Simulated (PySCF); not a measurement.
Two structures of BH5SeS, singlet, reached by relaxing down either side of one saddle point (PBE0-D4/def2-TZVP). Energies are electronic, without zero-point energy. PySCF 2.14 with density fitting (its default auxiliary sets; JK sets also for MP2 and CCSD(T)); basis: def2-TZVPP and def2-QZVPP; cores frozen in the correlated methods. Filled d shells of the heavier atoms are correlated. The def2 sets are not built for correlating such inner shells, so the correlated values are less sure here. Extrapolation: Hartree–Fock as exp(−7.88 √X), correlation as X^−2.97. First:

B1  (-0.783, -0.418, -0.234)
S2  (0.533, -1.109, -1.326)
H3  (-1.291, -1.248, 0.468)
H4  (-1.492, 0.446, -0.669)
H5  (1.020, 1.672, 0.665)
Se6  (0.142, 0.806, 1.463)
H7  (0.679, -0.063, -2.154)
H8  (1.260, -0.097, 1.772)
(Å)

Second:

B1  (-0.545, -0.634, -0.152)
S2  (1.053, 0.144, -1.122)
H3  (-0.064, -1.646, 0.279)
H4  (-1.303, -0.769, -1.074)
H5  (1.832, 0.507, -0.087)
Se6  (-1.276, 0.659, 1.199)
H7  (0.632, 1.408, -1.320)
H8  (-0.328, 0.346, 2.277)
(Å)

Problem. Which bonds change from the first to the second?

Solution. BH₃S ([BH2][SH]) + H₂Se → BH₃Se ([BH2][SeH]) + H₂S (still joined by a long B–S bond); bonds formed: S2–H5; dative contacts that become bonds: B1–Se6; bonds broken: H5–Se6; bonds weakened to dative contacts: B1–S2.

Problem. Give the saddle point's structure and its height above each. (Judge from chemistry; the value comes from the calculation.)

Solution. The calculation gives: 58.4 kJ/mol above the first and 64.2 kJ/mol above the second (CCSD(T) at an estimated basis limit (MP2 extrapolated from triple and quadruple zeta, plus CCSD(T) − MP2 in triple zeta)).
```xyz
8
angstrom
B -0.6242 -0.5018 -0.1805
S 0.9720 -0.1662 -1.2735
H -0.5775 -1.6152 0.2511
H -1.6301 -0.1258 -0.7053
H 0.9819 0.7470 0.1763
Se -0.1827 0.8668 1.4306
H 0.5109 0.8889 -1.9651
H 0.5495 -0.0937 2.2665
```

The T1 diagnostic stays at or below 0.011.

Labels in which every atom is bracketed show which atoms are joined, not bond orders.

For scale, one of the runs: CCSD(T)/def2-TZVPP, 191 basis functions, launched by `OMP_NUM_THREADS=4 python run.py`. Hardware: 4 CPU threads of an Arm Neoverse V2, shared host. Wall time 6.5 min; peak host memory 2.4 GiB.
